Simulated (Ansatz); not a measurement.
Cartesian coordinates in Å:
```
C 0.575 0.761 0.772
O 0.475 0.301 -0.549
Ga -0.681 -0.947 -1.079
H 1.586 0.583 1.155
H -0.135 0.273 1.454
H 0.388 1.840 0.808
H -1.614 -1.528 0.034
H -0.595 -1.283 -2.595
```

Total charge 0; spin multiplicity 1.

Question: List the PBE0/def2-TZVPP orbital energies in eV (the Gaussian-basis code of Ansatz). (Estimate.)

Answer: Ansatz gave: Occupied: -10147.15, -1253.00, -1109.20, -1109.07, -1109.07, -522.23, -279.06, -151.32, -104.35, -104.06, -104.03, -27.68, -23.41, -23.33, -23.28, -23.19, -23.10, -18.48, -13.63, -12.22, -12.10, -11.01, -8.88, -8.05, -7.85. Lowest empty: -1.21, 0.66, 1.13, 2.11, 3.25, 3.63, 3.78, 4.19.
